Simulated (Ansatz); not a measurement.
Zr6O20H16. The state is a singlet with charge 0. Geometry PBE-D4/def2-SVP; atoms count from 1.

```xyz
42

Zr   -0.702   -1.095   -2.736
Zr    1.728    0.722   -0.603
Zr   -0.437    2.355    1.374
Zr    1.092   -3.014   -0.865
Zr   -2.567    0.210   -0.032
Zr    0.004   -1.019    1.591
O     3.521    1.369    0.017
O     2.891    0.179   -2.253
O    -0.719    4.343    1.411
O     0.997    2.728   -0.198
O     0.250   -1.314    3.520
O     1.245    0.829    1.780
O     0.448    0.674   -2.497
O     1.566   -1.249    0.104
O     1.400   -1.905   -2.604
O     0.375   -3.138    1.180
O    -0.122    2.577    3.351
O    -2.299    2.319    0.221
O    -0.389    0.508    0.053
O    -1.596    0.508    2.137
O    -1.112   -1.433   -4.596
O    -4.474    0.204    0.364
O    -0.758   -2.723   -1.481
O    -2.328   -0.320   -1.897
O     2.022   -4.714   -1.089
O    -1.891   -1.664    0.732
H     3.698    1.707    0.910
H     3.842    0.247   -2.042
H    -0.896    4.874    0.616
H     1.617    3.477   -0.149
H     0.251   -0.753    4.313
H     1.773    0.990    2.583
H     1.153    0.782   -3.172
H     2.143   -1.208   -2.634
H    -0.196   -3.818    1.581
H    -0.247    3.508    3.617
H    -3.015    2.953    0.398
H    -1.984    0.528    3.031
H    -1.712   -1.584   -5.341
H    -5.410    0.166    0.598
H     2.525   -5.520   -1.264
H    -1.689   -2.284   -0.032
```

In the def2 sets Zr takes a core potential; there is no spin–orbit coupling. Single mean-field runs in def2-SVP are fitted with def2-universal-jkfit.

(1) Estimate the Mulliken populations of the heavy atoms from the PBE0/def2-SVP orbitals of Ansatz.

(2) And the Mayer bond orders between heavy atoms (over 0.3)?

Results:

(1) 
| atom | charge (e) | d electrons |
| --- | --- | --- |
| Zr1 | 1.28 | 1.90 |
| Zr2 | 1.14 | 1.91 |
| Zr3 | 1.06 | 1.99 |
| Zr4 | 1.27 | 1.89 |
| Zr5 | 1.32 | 1.84 |
| Zr6 | 1.18 | 1.91 |
| O7 | -0.45 | – |
| O8 | -0.54 | – |
| O9 | -0.45 | – |
| O10 | -0.53 | – |
| O11 | -0.43 | – |
| O12 | -0.58 | – |
| O13 | -0.55 | – |
| O14 | -0.77 | – |
| O15 | -0.60 | – |
| O16 | -0.56 | – |
| O17 | -0.46 | – |
| O18 | -0.55 | – |
| O19 | -0.87 | – |
| O20 | -0.60 | – |
| O21 | -0.44 | – |
| O22 | -0.45 | – |
| O23 | -0.69 | – |
| O24 | -0.63 | – |
| O25 | -0.46 | – |
| O26 | -0.56 | – |
Mulliken values depend strongly on the basis.

(2) Zr1–O13 0.69 (2.12 Å); Zr1–O15 0.49 (2.26 Å); Zr1–O21 1.28 (1.94 Å); Zr1–O23 0.81 (2.06 Å); Zr1–O24 0.99 (1.99 Å); Zr2–O7 1.25 (2.00 Å); Zr2–O8 0.95 (2.09 Å); Zr2–O10 0.58 (2.17 Å); Zr2–O13 0.48 (2.29 Å); Zr2–O14 0.63 (2.10 Å); Zr2–O19 0.39 (2.23 Å); Zr3–O9 1.27 (2.01 Å); Zr3–O10 0.60 (2.16 Å); Zr3–O12 0.34 (2.31 Å); Zr3–O17 1.24 (2.01 Å); Zr3–O18 0.55 (2.19 Å); Zr3–O19 0.38 (2.27 Å); Zr3–O20 0.35 (2.31 Å); Zr4–O14 0.69 (2.07 Å); Zr4–O15 0.72 (2.09 Å); Zr4–O16 0.56 (2.17 Å); Zr4–O23 1.05 (1.97 Å); Zr4–O25 1.25 (1.95 Å); Zr5–O18 0.61 (2.14 Å); Zr5–O19 0.41 (2.20 Å); Zr5–O20 0.31 (2.39 Å); Zr5–O22 1.28 (1.95 Å); Zr5–O24 1.10 (1.95 Å); Zr5–O26 0.62 (2.13 Å); Zr6–O11 1.33 (1.97 Å); Zr6–O12 0.46 (2.23 Å); Zr6–O14 0.55 (2.17 Å); Zr6–O16 0.58 (2.19 Å); Zr6–O19 0.50 (2.20 Å); Zr6–O20 0.43 (2.28 Å); Zr6–O26 0.63 (2.18 Å).
